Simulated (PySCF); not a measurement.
Species: trans-NiI2(NH3)2 (triplet state).
Bonds: Ni1–I2, Ni1–N3, Ni1–I7, Ni1–N8. Hydrogens: H4, H5, H6 on N3; H9, H10, H11 on N8.

Method: PySCF 2.14.0, PBE0-D3(BJ)/def2-SVP geometry optimisation, gas phase, def2 core potentials past Kr; unrestricted, density fitting, grid level 1; the optimiser is geomeTRIC in internal coordinates, started from a GFN2-xTB structure with every atom displaced at random (about 0.03 Å).

The end geometry, which sets the zero of energy:
```
atom  x, y, z in Å
Ni1     0.0107   -0.0080    0.0197
I2      2.6281    0.0130    0.1759
N3      0.0010    2.0458   -0.0586
H4      0.0890    2.4285    0.8842
H5     -0.8744    2.4030   -0.4469
H6      0.7908    2.4140   -0.5920
I7     -2.6090   -0.0227    0.0963
N8      0.0187   -2.0641   -0.0009
H9     -0.1226   -2.4213   -0.9473
H10    -0.7446   -2.4401    0.5644
H11     0.9103   -2.4338    0.3359
```

Problem. These geometries come from the run, each turned onto the end geometry. Order them by energy, lowest first.
A.
```
atom  x, y, z in Å
Ni1     0.0108   -0.0076    0.0268
I2      2.6230    0.0347    0.1451
N3     -0.0047    2.0492   -0.0556
H4      0.0901    2.4198    0.8918
H5     -0.8681    2.4324   -0.4439
H6      0.7998    2.3932   -0.5839
I7     -2.6099   -0.0446    0.0740
N8      0.0238   -2.0655    0.0059
H9     -0.1213   -2.4196   -0.9410
H10    -0.7517   -2.4243    0.5678
H11     0.9063   -2.4532    0.3440
```
B.
```
atom  x, y, z in Å
Ni1     0.0704   -0.0768    0.0361
I2      2.4459    0.0127    0.1050
N3     -0.0727    2.2474   -0.0705
H4      0.1327    2.5871    0.9105
H5     -0.8745    2.6027   -0.4928
H6      0.7797    2.6499   -0.5487
I7     -2.4200   -0.0300    0.0535
N8      0.0605   -2.2397   -0.0120
H9     -0.1237   -2.5395   -0.9044
H10    -0.7633   -2.6396    0.5852
H11     0.8632   -2.6597    0.3691
```
C.
```
atom  x, y, z in Å
Ni1     0.0253   -0.0245    0.0366
I2      2.6018    0.0316    0.1325
N3     -0.0233    2.1018   -0.0568
H4      0.0883    2.4500    0.8933
H5     -0.8766    2.5044   -0.4535
H6      0.7904    2.4292   -0.5757
I7     -2.5712   -0.0369    0.0670
N8      0.0324   -2.1107    0.0072
H9     -0.1253   -2.4604   -0.9456
H10    -0.7471   -2.4490    0.5674
H11     0.9035   -2.5210    0.3585
```
D.
```
atom  x, y, z in Å
Ni1     0.0090    0.0007    0.0287
I2      2.6177    0.0593    0.1412
N3     -0.0031    2.0310   -0.0547
H4      0.0904    2.3957    0.8942
H5     -0.8641    2.4231   -0.4412
H6      0.8040    2.3619   -0.5853
I7     -2.6098   -0.0419    0.0709
N8      0.0236   -2.0545    0.0070
H9     -0.1213   -2.4091   -0.9418
H10    -0.7545   -2.4057    0.5688
H11     0.9063   -2.4459    0.3432
```
E.
```
atom  x, y, z in Å
Ni1     0.0215   -0.0669    0.0405
I2      2.5044    0.2183    0.1145
N3     -0.0004    2.1943   -0.0603
H4      0.1676    2.5238    0.8915
H5     -0.8258    2.6129   -0.4793
H6      0.8378    2.5259   -0.5485
I7     -2.5285   -0.1701    0.0673
N8      0.0116   -2.2038    0.0016
H9     -0.1724   -2.5344   -0.9421
H10    -0.7719   -2.5542    0.5641
H11     0.8541   -2.6313    0.3815
```

Solution. A (0.003 eV), D (0.008 eV), C (0.035 eV), E (0.254 eV), B (0.853 eV).

In the order of the answer:

```
step  E above end (eV)  largest force (eV/Å)  rms force component (eV/Å)  rms distance from end (Å)  rms bond change (Å)  bond most changed (Å)
   5             0.003                  0.08                       0.027                      0.021                0.003          Ni1–I2 -0.007
   4             0.008                  0.19                       0.056                      0.032                0.008          Ni1–N3 -0.023
   3             0.035                  0.46                       0.136                      0.055                0.030          Ni1–N3 +0.074
   1             0.254                  0.96                       0.319                      0.162                0.083          Ni1–N3 +0.208
   0             0.853                  5.38                       1.666                      0.191                0.134          Ni1–N3 +0.276
```

The cost below is that of the whole optimisation. On Intel Xeon 6975P-C, one thread, no GPU, shared host, this took 4.5 min wall and 0.66 GiB of memory at its peak.
